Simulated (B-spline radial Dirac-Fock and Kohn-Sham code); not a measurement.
# Auger parameter of cadmium: the L3 level and its strongest L3-MM line

The computed values come from a B-spline atomic structure program: ΔSCF Dirac-Fock with Breit, self-energy and vacuum polarisation, finite nucleus, configuration average. The modified Auger parameter α′ is the binding energy plus the kinetic energy of the Auger electron; it does not depend on the energy zero. For free ions it tends to fall with charge, since less charge screens the final holes.

```
            species     configuration  binding 2p3/2 (eV)  Auger line  kinetic (eV)  α′ (eV)
                 Cd     [Kr] 4d10 5s2              3546.0    M3M3 J=2        2257.8   5803.8
                 Cd  [Kr] 4d9 5s2 5p1              3553.9    M3M3 J=2        2249.4   5803.3
                Cd⁺     [Kr] 4d10 5s1              3555.4    M3M3 J=2        2246.8   5802.2
 Cd⁺ (Watson 2.7 Å)     [Kr] 4d10 5s1              3550.1    M3M3 J=2        2252.2   5802.3
               Cd²⁺         [Kr] 4d10              3566.1    M3M3 J=2        2234.9   5801.0
               Cd²⁺      [Kr] 4d9 5p1              3574.5    M3M3 J=2        2226.1   5800.6
               Cd²⁺      [Kr] 4d9 5s1              3573.1    M3M3 J=2        2227.4   5800.5
Cd²⁺ (Watson 2.4 Å)         [Kr] 4d10              3554.1    M3M3 J=2        2246.9   5801.0
Cd²⁺ (Watson 2.7 Å)         [Kr] 4d10              3555.4    M3M3 J=2        2245.5   5801.0
               Cd³⁺          [Kr] 4d9              3585.0    M3M3 J=2        2214.5   5799.5
               Cd⁴⁺          [Kr] 4d8              3605.7    M3M3 J=2        2192.8   5798.5
               Cd⁵⁺          [Kr] 4d7              3627.9    M3M3 J=2        2169.9   5797.9
               Cd⁶⁺          [Kr] 4d6              3651.7    M3M3 J=2        2146.0   5797.7
               Cd⁷⁺          [Kr] 4d5              3676.9    M3M3 J=2        2121.1   5798.0
```
